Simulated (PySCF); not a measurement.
BP86 on La (lanthanum, neutral), [Xe] 6s2 6p1, 2P determinant (an excited configuration). All numbers are calculated (PySCF 2.14, a scalar-relativistic core potential, in def2-TZVPPD with the def2 core potential (46 electrons) (6s5p3d2f1g, 59 functions)).

```
cycle= 1 E= -31.4280175444149  delta_E= 0.0142  |g|= 0.0731  |ddm|=  1.2
cycle= 2 E= -31.4473429470365  delta_E= -0.0193  |g|= 0.0837  |ddm|= 1.58
cycle= 3 E= -31.4555644549889  delta_E= -0.00822  |g|= 0.0313  |ddm|= 0.399
cycle= 4 E= -31.4621817580678  delta_E= -0.00662  |g|= 0.0166  |ddm|= 0.572
cycle= 5 E= -31.4632607011859  delta_E= -0.00108  |g|= 0.0114  |ddm|= 0.163
cycle= 6 E= -31.4644351742022  delta_E= -0.00117  |g|= 0.00564  |ddm|= 0.265
cycle= 7 E= -31.4648782563305  delta_E= -0.000443  |g|= 0.0045  |ddm|= 0.174
cycle= 8 E= -31.4650412417505  delta_E= -0.000163  |g|= 0.00211  |ddm|= 0.224
cycle= 9 E= -31.4650521679684  delta_E= -1.09e-05  |g|= 0.000422  |ddm|= 0.037
cycle= 10 E= -31.4650523437766  delta_E= -1.76e-07  |g|= 9.94e-05  |ddm|= 0.00228
cycle= 11 E= -31.4650523470471  delta_E= -3.27e-09  |g|= 3.32e-05  |ddm|= 0.000943
cycle= 12 E= -31.4650523552243  delta_E= -8.18e-09  |g|= 2.45e-06  |ddm|= 0.00112
cycle= 13 E= -31.4650523552619  delta_E= -3.76e-11  |g|= 5.42e-07  |ddm|= 7.9e-05
converged SCF energy = -31.4650523552619  <S^2> = 1.6256263  2S+1 = 2.7390701
```

Highest occupied orbital energy: -2.240 eV; ⟨L²⟩ = 5.89; populations by l: s 3.35, p 7.00, d 0.65, f 0.00.

**Question.** Can this result be used?

**Answer.** Not for this state. The run converged. ⟨L²⟩ = 5.89 against 2 for a pure P term, so this real determinant mixes terms. Energies and moments cover only the electrons outside the core potential. Spin-orbit coupling, absent here, splits the open shell strongly. ⟨S²⟩ = 1.63 against 0.75 shows spin contamination. The s, p, d and f populations moved away from the nominal configuration during the SCF.
